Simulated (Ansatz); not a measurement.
Consider the cleavage of the Si–In bond: `B[SiH2][InH2]` + H–F → `B[SiH2]F` + `[InH3]`.

Computed with Ansatz on PBE0-D4/def2-TZVP structures; ΔE is electronic, products minus reactants. CCSD(T)/CBS adds triple-zeta CCSD(T) − MP2 to the extrapolated MP2 energy (def2 sets, frozen cores). This one scheme is used for every species. Functionals use def2-TZVPP. def2 core potentials past Kr. For In outer-core shells are correlated without core-valence functions, which leaves a few kJ/mol of doubt a bond.

`B[SiH2][InH2]`:

Z-matrix (Å, degrees):
```
B
In 1 2.530
Si 1 1.886 2 75.0
H 1 1.199 2 97.2 3 -119.2
H 1 1.199 2 97.5 3 119.2
H 2 1.720 1 95.5 3 -179.3
H 2 1.728 1 146.6 3 1.4
H 3 1.487 1 124.7 2 86.1
H 3 1.487 1 124.7 2 -85.9
```

H–F:

Z-matrix (Å, degrees):
```
F
H 1 0.920
```

`B[SiH2]F`:

Cartesian coordinates in Å:
```
B 0.536 -0.755 -0.769
Si -0.356 0.498 0.509
F -1.391 -0.225 1.502
H 0.336 -1.932 -0.804
H 1.322 -0.299 -1.549
H -1.115 1.537 -0.242
H 0.668 1.177 1.352
```

`[InH3]`:

```xyz
4

In    0.000    0.000    0.000
H    -1.571   -0.710   -0.024
H     0.865    0.228   -1.474
H     0.706    0.482    1.497
```

```csv
level,ΔE (kJ/mol)
LDA (SPW92),-17.8
PBE0-D4,-46.2
r2SCANh-D4,-59.3
B2PLYP,-77.7
MP2/def2-SVP,-63.1
CCSD(T)/def2-SVP,-64.4
CCSD/def2-TZVPP,-78.5
SCS-MP2/def2-QZVPP,-75.4
```

(1) What does CCSD(T)/CBS give? (An estimate is asked.)

Largest T1 diagnostic among the species: 0.015.

Answers

(1) Ansatz gave: -58.8 kJ/mol. The listed levels differ from it by 41.0, 12.6, -0.5, -18.9, -4.3, -5.6, -19.7, -16.6 kJ/mol.

From BLYP to BHLYP (50 % exact exchange), in def2-TZVPP and without D4, ΔE moves by −29.9 kJ/mol. At CCSD(T), def2-SVP lies −5.7 kJ/mol from the extrapolated value and def2-TZVPP −5.2 kJ/mol.
